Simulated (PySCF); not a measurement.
Correlation energy of Ga (gallium, neutral)

[Ar] 3d10 4s1 4p2, 4s spin antiparallel (an excited configuration). Computed with PySCF 2.14 in x2c-TZVPPall, with the spin-free X2C one-electron Hamiltonian (Gaussian nucleus). Frozen: [Ne]; 21 electrons correlated.

MP2 pair energies summed by pair of shells (mhartree):

```tsv
pair	energy	share (%)
3d-3d	-125.17	36.3
3p-3d	-88.12	25.6
4s-4p	-41.17	11.9
3p-3p	-22.42	6.5
3s-3d	-21.96	6.4
3d-4p	-12.70	3.7
3s-3p	-11.97	3.5
3d-4s	-11.22	3.3
4p-4p	-4.56	1.3
3p-4s	-1.97	0.6
3s-3s	-1.56	0.5
3p-4p	-1.27	0.4
3s-4p	-0.26	0.1
3s-4s	-0.24	0.1
```

Total MP2 correlation energy: -344.58 mhartree.

Same-spin part -108.19 and opposite-spin part -236.39 mhartree; SCS-MP2 scales them by 1/3 and 6/5 to -319.73 mhartree.

This basis was not built for core-valence correlation, so the inner-shell part is incomplete.
